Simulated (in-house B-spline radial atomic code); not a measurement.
TDHF excitations of the lanthanum ion La³⁺

Method: TDHF. Computed with a B-spline radial code for spherical atoms: linear response of the closed shell [Kr] 4d10 5s2 5p6 with bare exchange (time-dependent Hartree-Fock); scalar-relativistic (spin-free one-electron X2C), finite nucleus, no spin-orbit coupling, no double excitations, S, P, D and F terms only; shells from n = 3 respond. Only terms of natural parity with L up to 3 were computed.

Spin-orbit coupling is strong here, so these LS terms don't match observed levels.

Command:
```bash
python run_td.py task.json out
```
Settings (radii: box in bohr, nucleus in fm):
```
Z                        57
electrons                54
configuration            [Kr] 4d10 5s2 5p6
hamiltonian              x2c
method                   hf
box_radius               23.08
rms_radius               4.855
intervals                72
```

Time taken, with all properties: 4.7 s on 1 thread of Arm Neoverse N1, on a shared host.

The lowest states, in the order of their Tamm-Dancoff energies; the method's threshold (minus the highest occupied level) is 50.48 eV. Labels give the largest channel, * marks a mixed state, and oscillator strengths are full-response dipole values. Energies in eV:

| state | full response | Tamm-Dancoff | oscillator strength |
| --- | --- | --- | --- |
| 5p → 4f 3D | 19.504 | 19.578 | - |
| 5p → 5d 3P | 19.917 | 20.014 | - |
| 5p → 5d 3F | 20.240 | 20.575 | - |
| 5p → 5d 1F | 22.373 | 22.441 | - |
| 5p → 4f 1D | 22.424 | 22.617 | - |
| 5p → 6s 3P | 25.448 | 25.469 | - |
| 5p → 6s 1P | ? | ? | ? |
| 5p → 5d 1P | 26.585 | 27.465 | 5.81 |
| 5p → 6p 3S | 28.835 | 28.873 | - |
| 5p → 6p 3D | 29.923 | 29.945 | - |
| 5p → 6p 1D | 30.28 | 30.29 | - |
| 5p → 6p 1S | 31.32 | 31.45 | - |
| 5p → 6d 3P | 35.88 | 35.89 | - |
| 5p → 6d 3F | 36.01 | 36.05 | - |
| 5p → 6d 1F | 36.35 | 36.36 | - |
| 5p → 5f 3D | 36.82 | 36.83 | - |
| 5p → 7s 3P | ? | ? | - |

Problem. Where does 5p → 7s 3P lie?

Solution. At 36.85 eV in full response, 36.85 eV in Tamm-Dancoff.

Problem. Where does 5p → 6s 1P lie?

Solution. At 26.015 eV in full response, 26.039 eV in Tamm-Dancoff, oscillator strength 0.402.

Problem. How large is the singlet-triplet splitting of 5p → 5d (F terms) in Tamm-Dancoff?

Solution. 1.87 eV, from the unrounded values.

Problem. What polarisabilities and dispersion coefficient does the method give?

Solution. Dipole 7.647 bohr³, quadrupole 27.7 bohr⁵, C6 49.02 hartree·bohr⁶ for two such species.
